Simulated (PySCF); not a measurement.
CH3Mg (SMILES [CH3][Mg]), doublet, at a GFN2-xTB geometry (such geometries of metal compounds can be far from the true shape) (the spin is typed, not shown lowest). Base run: PBE/6-31G* (PySCF).

Geometry (Å):
```xyz
5

Mg    -0.7004    -0.4235    -0.5569
C      0.8415     0.5087     0.6690
H      1.3908    -0.2432     1.2464
H      0.4024     1.2224     1.3751
H      1.5629     1.0499     0.0466
```
Charge 0, spin multiplicity 2.
Orbitals are unrestricted.
All else is at PySCF's defaults.

Variants of this job, named by their change:

```
change                                                                                         basis functions      E (Eh)  HOMO (eV)  dipole (D)
---------------------------------------------------------------------------------------------  ---------------  ----------  ---------  ----------
base                                                                                                        38  -239.74264      -3.80        0.29
basis = cc-pVDZ-DK; relativity = none                                                                       47  -239.71192      -3.88        0.50
basis = x2c-TZVPall; relativity = spin-free X2C                                                             81  -240.10359      -3.94        0.76
basis = jorge-DZP-DKH; relativity = spin-free X2C                                                           54  -240.08397      -3.90        0.60
basis = cc-pVDZ-DK; relativity = spin-free X2C; nucleus = Gaussian (with mol.nucmod = 'G')                  47  -240.08336      -3.88        0.49
basis = x2c-TZVPall; relativity = none                                                                      81  -239.74520      -3.93        0.76
basis = cc-pVDZ-DK; relativity = spin-free X2C                                                              47  -240.08345      -3.88        0.49
basis = x2c-TZVPall; relativity = spin-free X2C; nucleus = Gaussian (with mol.nucmod = 'G')                 81  -240.10350      -3.94        0.76
basis = jorge-DZP-DKH; relativity = none                                                                    54  -239.72495      -3.90        0.60
basis = jorge-DZP-DKH; relativity = spin-free X2C; nucleus = Gaussian (with mol.nucmod = 'G')               54  -240.08388      -3.90        0.60
```

Total energies compare only within one method and basis.

Open shells are given as the SCF converged; they aren't shown to be the lowest states, and a large step between rows can be another state.

Basis sets contracted for a relativistic Hamiltonian are a mismatch without it, so the rows without relativity aren't non-relativistic limits. No row has spin-orbit coupling; sets with core potentials leave out the core electrons.
